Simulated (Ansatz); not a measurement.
Cost against result

Saddle point of SiH2Cl3OF, singlet (SiHCl₃O ([OH][Si]([Cl])([Cl])[Cl]) + HF → SiCl₃F ([F][Si]([Cl])([Cl])[Cl]) + H₂O; bonds formed: Si1–F7, O2–H6; bonds broken: Si1–O2, H6–F7), PBE0-D4/def2-TZVP structure:

Si1  (-0.444, -0.214, -0.260)
O2  (0.650, 0.470, 0.940)
Cl3  (0.238, -1.630, -1.557)
Cl4  (-1.347, -1.468, 1.152)
Cl5  (-2.022, 0.930, -0.815)
H6  (1.143, 0.973, 0.030)
F7  (0.740, 1.035, -1.102)
H8  (1.043, -0.096, 1.612)
(Å)

Barriers are electronic and count from the start structure reached by relaxing down the imaginary mode.

Ansatz 0.2.0; basis: as named in each row; cores frozen in the correlated methods. B3LYP uses VWN-RPA correlation. Extrapolation: Hartree–Fock as exp(−7.88 √X), correlation as X^−2.97.

Times are rough, for one single point on 8 threads of a shared host (Intel Xeon).

The estimate by CCSD(T) at an estimated basis limit (MP2 extrapolated from triple and quadruple zeta, plus CCSD(T) − MP2 in triple zeta) is 115.8 kJ/mol.

```csv
method,basis,time (s),barrier (kJ/mol),method less estimate
HF,STO-3G,under 1,63.5,-52.3
PBE-D4,STO-3G,under 1,-131.8,-247.6
SPW92,def2-SVP,under 1,10.9,-104.9
PBE-D4,def2-SVP,1,51.2,-64.6
B3LYP-D4,6-31G,1,28.6,-87.2
PBE0-D4,def2-SVP,2,69.3,-46.5
SPW92,def2-TZVPP,2,52.3,-63.5
PBE-D4,def2-TZVPP,3,91.8,-24.0
BLYP-D4,def2-TZVPP,3,109.1,-6.7
wB97M-V,def2-SVP,4,64.5,-51.3
B3LYP-D4,def2-TZVPP,5,115.6,-0.2
BHLYP-D4,def2-TZVPP,5,127.7,11.9
r2SCAN-D4,def2-TZVPP,5,95.9,-19.9
CAM-B3LYP-D4,def2-TZVPP,5,109.1,-6.7
CCSD(T),def2-SVP,6,102.2,-13.6
PBE0-D4,def2-TZVPP,6,103.9,-11.9
RPA on PBE,def2-TZVPP,6,116.2,0.4
B97M-V,def2-TZVPP,6,110.8,-5.0
r2SCAN0-D4,def2-TZVPP,6,105.3,-10.5
B2PLYP,def2-TZVPP,6,117.2,1.4
PBE-QIDH,def2-TZVPP,6,110.9,-4.9
wB97X-V,def2-TZVPP,8,106.0,-9.8
wB97M-V,def2-TZVPP,10,101.8,-14.0
MP2,def2-QZVPP,23,112.7,-3.1
CCSD(T),def2-TZVPP,130,117.8,2.0
```

All methods are single points on the PBE0-D4 structures; a negative value means that the method puts the saddle structure below the start.

T1 diagnostic: at most 0.011.

Steps of this kind, hydrogen fluoride cutting a network bond, underlie vapour etching and the fluorination step of atomic layer etching.

Labels in which every atom is bracketed show which atoms are joined, not bond orders.
